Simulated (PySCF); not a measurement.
One of the candidates below gave these computed data.

All candidates are C6H7O2P.

- Rotational structure: rotational constants A, B, C: 2.016, 1.417, 0.841 GHz [GFN2-xTB]
- 1H NMR: chemical shifts (computed TMS as zero) by class: 8.66 (1 H), 2.97 (3 H), 2.74 (3 H) ppm [GIAO PBE0/pcSseg-1]
- 13C NMR: chemical shifts (computed TMS as zero) by class: 198.8 (1 C), 185.2 (1 C), 175.4 (1 C), 139.0 (1 C), 33.8 (1 C), 21.1 (1 C) ppm [GIAO PBE0/pcSseg-1]
- Polarisability: 97.9 au [wB97X-D/def2-SVPD]
- Triplet: lowest triplet excitation (Tamm–Dancoff): 3.28 eV [TDA wB97X-D/def2-SVPD]
- NMR, other nuclei: isotropic shieldings of nuclei other than C and H, by class: -302 (1 O), -30 (1 O), 174 (1 P) ppm [GIAO PBE0/pcSseg-1]

Gas-phase values; electronic properties from PySCF, density fitting. Levels stand in brackets. One conformer (not necessarily the lowest) at the GFN2-xTB geometry, without solvent, vibrations or thermal averaging. NMR classes are plain means over equivalent atoms (diastereotopic ones count apart unless rotation or inversion swaps them), as if these changed places fast.

**Question.** Which candidate is it?
A. `CC(=O)c1pcoc1C`
B. `C#CP(C=C)C(=O)OC`
C. `C=Cc1pcoc1OC`

**Answer.** A. It is `CC(=O)c1pcoc1C`. Numbering: `[CH3:1][C:2](=[O:3])[c:4]1[p:5][cH:6][o:7][c:8]1[CH3:9]`. 6 carbons fall into 6 classes; from least to most shielded: ketone carbonyl carbon [C2] (198.8 ppm), aromatic CH next to a ring oxygen [C6] (185.2 ppm), substituted aromatic carbon [C8] (175.4 ppm), substituted aromatic carbon [C4] (139.0 ppm), methyl carbon next to a carbonyl [C1] (33.8 ppm), benzylic-type carbon [C9] (21.1 ppm). Hydrogen classes from least to most shielded: 1 H on an aromatic CH next to a ring oxygen, C6 (8.66 ppm), 3 H on a benzylic-type carbon, C9 (2.97 ppm), 3 H on a methyl carbon next to a carbonyl, C1 (2.74 ppm, a mean of values up to 0.8 ppm apart in this geometry). The other shieldings belong to: -302 ppm, ketone oxygen [O3]; -30 ppm, furan-type oxygen [O7]; 174 ppm, phosphorus bonded to 2 C [P5]. The optimised geometry has point group Cs and is an asymmetric top.

The others, at the same levels:
- `C#CP(C=C)C(=O)OC` fails: its computed 13C shifts are 184.2 (1 C), 141.4 (1 C), 131.9 (1 C), 105.2 (1 C), 83.4 (1 C), 54.3 (1 C) ppm, 1H shifts are 6.81 (1 H), 6.30 (1 H), 6.19 (1 H), 4.00 (3 H), 2.71 (1 H) ppm and smallest rotational constant is 0.804 GHz (against 0.841 GHz).
- `C=Cc1pcoc1OC` fails: its computed 13C shifts are 177.2 (1 C), 168.9 (1 C), 135.2 (1 C), 118.9 (1 C), 116.6 (1 C), 56.8 (1 C) ppm, 1H shifts are 8.26 (1 H), 7.00 (1 H), 6.13 (1 H), 5.32 (1 H), 4.14 (3 H) ppm and smallest rotational constant is 0.786 GHz (against 0.841 GHz).

Each candidate is one conformer, not necessarily the lowest. The conformers computed, where there is a choice (atom-mapped SMILES and torsion angles):
- `[CH3:1][C:2](=[O:3])[c:4]1[p:5][cH:6][o:7][c:8]1[CH3:9]`: C1–C2–C4–P5 0°
- `[CH:1]#[C:2][P:3]([CH:4]=[CH2:5])[C:6](=[O:7])[O:8][CH3:9]`: C2–P3–C4–C5 -33°, C2–P3–C6–O7 -137°, P3–C6–O8–C9 176°
- `[CH2:1]=[CH:2][c:3]1[p:4][cH:5][o:6][c:7]1[O:8][CH3:9]`: C1–C2–C3–P4 0°, O6–C7–O8–C9 0°
